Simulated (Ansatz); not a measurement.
System: SrF$_{2}$, charge 0, singlet. SrF2 (SMILES [F][Sr][F]).
B3LYP-D3(BJ)/def2-TZVP minimum from Ansatz (a quantum-chemistry and plane-wave program):
```
Sr
F 1 2.1388
F 1 2.1388 2 129.77
```
Charge 0, spin multiplicity 1.

Total energies in def2-SVP, 16 correlated electrons, 6 frozen orbitals. Radicals and triplets start from unrestricted determinants; spin-orbit coupling is neglected. Cores are frozen in correlated methods (noble-gas shells, and filled d and f shells in the p block). Past Kr the def2 sets carry scalar-relativistic core potentials.

| method | program | energy (Eh) | minus CCSDTQ (mEh) |
|---|---|---|---|
| HF | Ansatz | -229.19603 | 416.83 |
| MP2 | Ansatz | -229.60727 | 5.59 |
| CCSD | Ansatz | -229.60660 | 6.26 |
| CCSD(T) | Ansatz | -229.61167 | 1.18 |
| CCSDT(Q) | Ansatz | -229.61299 | -0.13 |
| CCSDTQ | Ansatz | -229.61286 | 0.00 |

Rough core times of Ansatz's runs on a shared machine: CCSD(T) under 20 s, CCSDT(Q) 50 s, CCSDTQ 60 min.
